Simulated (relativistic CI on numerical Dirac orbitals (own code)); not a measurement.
## Crystal-field levels of W²⁺, 5d4

Calculated by Dirac-Coulomb-Breit CI, orbitals from a KLI potential per configuration, model QED, valence Slater integrals scaled by 0.65, one configuration in a parametric crystal field (own radial code).

Field parameters in Wybourne normalisation: D3d B²₀ = −7Dσ, B⁴₀ = −14Dq − 21Dτ, B⁴₃ = −14√(10/7) Dq. The field is a parameter set, without covalency.

S is read from ⟨S²⟩ = S(S + 1).

Levels (cm⁻¹, degeneracy): 0 (1), 1236 (1), 1937 (2), 3252 (2), 4465 (1), 4755 (2), 8069 (1), 9179 (2), 10992 (2), 18206 (1), 25197 (1), 25227 (2).

(1) Which field gives this pattern?
A. D3d, 10Dq = 33400, Dσ = -550, Dτ = 30 cm⁻¹
B. D3d, 10Dq = 33400, Dσ = 550, Dτ = 30 cm⁻¹
C. D3d, 10Dq = 33400, Dσ = -110, Dτ = 30 cm⁻¹
D. D3d, 10Dq = 33400, Dσ = -980, Dτ = 30 cm⁻¹

## Answers

(1) D. D3d, 10Dq = 33400, Dσ = -980, Dτ = 30 cm⁻¹, ground level with S = 0.98.
